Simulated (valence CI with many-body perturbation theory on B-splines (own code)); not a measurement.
# Energy levels of Er²⁸⁺

Level of theory: relativistic CI+MBPT: four valence electrons over a frozen Dirac-Fock core [Kr], radial functions for each j: 7 s, 7 p, 8 d, 6 f, 4 g, 1 h, with the one-electron correlation potential Σ1 (screened to all orders), the two-electron term Σ2, the three-electron term Σ3, Breit, model QED; selected single and double excitations, second order for the rest, scaled by the run's own slope (own B-spline code, finite nucleus).

No measured spectrum was set against this ion. As an estimate, large intervals hold to a few tenths of a per cent, small ones and those within an open d or f shell to about a per cent. Only levels of the ground parity were solved; by the run's estimate the other parity begins above the list, which can be wrong where configurations are misplaced.

Levels 1 to 31 of 31, with energies above the lowest level, (4d3/2^4) J=0. "Leading %" is the weight of the configuration and term that name the level; weights of strongly mixed levels are sums over their largest components and can fall short, so below about 35 % the name and the second component can differ from the true leading terms, or belong to a minority configuration. In the jj column 3d3/2^4 stands for four electrons in 3d with j = 3/2. Lifetimes count E1, E2, E3, M1 and M2 decay at the calculated energies, and are blank where another channel may lead or the interval is too uncertain; long ones can be off by a factor of two.

```csv
No.,Configuration,Term,J,E (eV),Leading %,Leading jj,Second component,Lifetime
1,4d4,3P,0,0.000,55,4d3/2^4 (95 %),35 % 4d4 5D,
2,4d4,5D,1,8.044,67,4d3/2^3 4d5/2 (96 %),33 % 4d4 3P,128 μs
3,4d4,5D,2,11.826,60,4d3/2^3 4d5/2 (75 %),11 % 4d4 3D,1.24 ms
4,4d4,3F,4,12.321,30,4d3/2^3 4d5/2 (95 %),22 % 4d4 3H,
5,4d4,5D,3,13.247,38,4d3/2^3 4d5/2 (80 %),25 % 4d4 3F,26.7 ms
6,4d4,5D,0,19.355,60,4d3/2^2 4d5/2^2 (94 %),20 % 4d4 1S,33.1 μs
7,4d4,5D,4,20.245,42,4d3/2^2 4d5/2^2 (92 %),40 % 4d4 3H,120 μs
8,4d4,3F,2,20.480,30,4d3/2^2 4d5/2^2 (79 %),30 % 4d4 5D,57.1 μs
9,4d4,3G,3,20.886,44,4d3/2^2 4d5/2^2 (80 %),40 % 4d4 5D,107 μs
10,4d4,3H,5,22.470,69,4d3/2^2 4d5/2^2 (99 %),31 % 4d4 3G,202 μs
11,4d4,3P,1,23.297,50,4d3/2^2 4d5/2^2 (90 %),32 % 4d4 3D,74.5 μs
12,4d4,3H,6,23.624,54,4d3/2^2 4d5/2^2 (98 %),46 % 4d4 1I,137 ms
13,4d4,3G,4,24.978,59,4d3/2^2 4d5/2^2 (96 %),35 % 4d4 1G,435 μs
14,4d4,3F,3,25.101,43,4d3/2^2 4d5/2^2 (91 %),31 % 4d4 3D,127 μs
15,4d4,3D,2,25.341,37,4d3/2^2 4d5/2^2 (93 %),30 % 4d4 3P,323 μs
16,4d4,3F,2,29.344,42,4d3/2^2 4d5/2^2 (87 %),30 % 4d4 3P,48.9 μs
17,4d4,3F,4,29.748,52,4d3/2^2 4d5/2^2 (56 %),25 % 4d4 5D,81.6 μs
18,4d4,3F,3,32.319,47,4d3/2 4d5/2^3 (92 %),20 % 4d4 5D,34.9 μs
19,4d4,1G,4,32.961,36,4d3/2 4d5/2^3 (55 %),33 % 4d4 3F,52.9 μs
20,4d4,3P,2,33.867,50,4d3/2^2 4d5/2^2 (79 %),25 % 4d4 1D,351 μs
21,4d4,3D,1,33.926,62,4d3/2 4d5/2^3 (92 %),24 % 4d4 3P,26.1 μs
22,4d4,3G,5,34.065,69,4d3/2 4d5/2^3 (99 %),31 % 4d4 3H,75.2 μs
23,4d4,1I,6,34.589,54,4d3/2 4d5/2^3 (98 %),46 % 4d4 3H,82.4 μs
24,4d4,3P,0,36.142,55,4d3/2 4d5/2^3 (68 %),44 % 4d4 1S,
25,4d4,3F,2,36.965,55,4d3/2 4d5/2^3 (80 %),36 % 4d4 3P,37.9 μs
26,4d4,1F,3,37.486,39,4d3/2 4d5/2^3 (95 %),34 % 4d4 3D,
27,4d4,1S,0,41.707,62,4d3/2^2 4d5/2^2 (57 %),35 % 4d4 3P,
28,4d4,3F,3,41.849,67,4d3/2 4d5/2^3 (99 %),29 % 4d4 1F,
29,4d4,3P,1,41.910,93,4d3/2 4d5/2^3 (96 %),5 % 4d4 3D,40.5 μs
30,4d4,1G,4,42.574,75,4d3/2 4d5/2^3 (89 %),18 % 4d4 3F,41.6 μs
31,4d4,1D,2,43.416,63,4d3/2 4d5/2^3 (64 %),25 % 4d4 3P,50.8 μs
```

The ionisation energy to 4d3 4F_3/2 of the next ion comes out as 1047.7 eV (NIST: 1046 ± 4 eV (theoretical)). All 31 levels together are meant to be complete up to 45.154 eV.
